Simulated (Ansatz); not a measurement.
The same path of C2H10GeN2 (15 atoms, charge 0, multiplicity 1) was run twice with different band settings. The coordinate that changes most is the dihedral N1–C2–C4–Ge5.

Computed with RKS PBE/def2-SVP (Ansatz).

Relaxed end points:

```xyz
15
Properties=species:S:1:pos:R:3
N -0.300 -0.331 1.641
C 0.555 0.316 0.652
N 1.931 0.004 1.032
C 0.348 -0.121 -0.816
Ge -1.530 -0.051 -1.426
H -1.278 -0.033 1.542
H -0.264 -1.353 1.522
H 0.304 1.409 0.711
H 2.594 0.484 0.410
H 2.098 0.351 1.985
H 0.718 -1.163 -0.933
H 0.951 0.511 -1.504
H -2.214 1.249 -0.913
H -1.590 -0.062 -2.977
H -2.347 -1.262 -0.898
```

```xyz
15
Properties=species:S:1:pos:R:3
N -0.281 0.768 1.692
C 0.691 0.470 0.649
N 1.093 -0.921 0.845
C 0.190 0.635 -0.804
Ge -1.116 -0.762 -1.344
H -0.586 1.747 1.624
H -1.116 0.181 1.556
H 1.528 1.204 0.797
H 1.868 -1.171 0.219
H 1.419 -1.043 1.812
H 1.037 0.581 -1.523
H -0.267 1.637 -0.938
H -2.127 -1.081 -0.210
H -1.933 -0.222 -2.556
H -0.420 -2.073 -1.790
```

Common settings: movable images 9; climbing image yes; spring 5.0 eV/Å²; optimiser quadratic models (default); start path through a guess of the saddle point; end points relaxed.

| run | force threshold | iteration limit |
| --- | --- | --- |
| 1 | 0.03 eV/Å | 48 |
| 2 | 0.5 eV/Å | 51 |

Problem. What does each run give, and how far can it be trusted?

Solution. Run 1: converged after 27 iterations, highest image 0.125 eV above the first end. A vibrational analysis at the climbing image gives one clearly imaginary mode, 95i cm⁻¹: a first-order saddle point.
Run 2: converged after 22 iterations, highest image 0.160 eV above the first end. The threshold of 0.5 eV/Å is loose, so the images may lie well off the minimum-energy path. The order of the stationary point at the top wasn't checked.
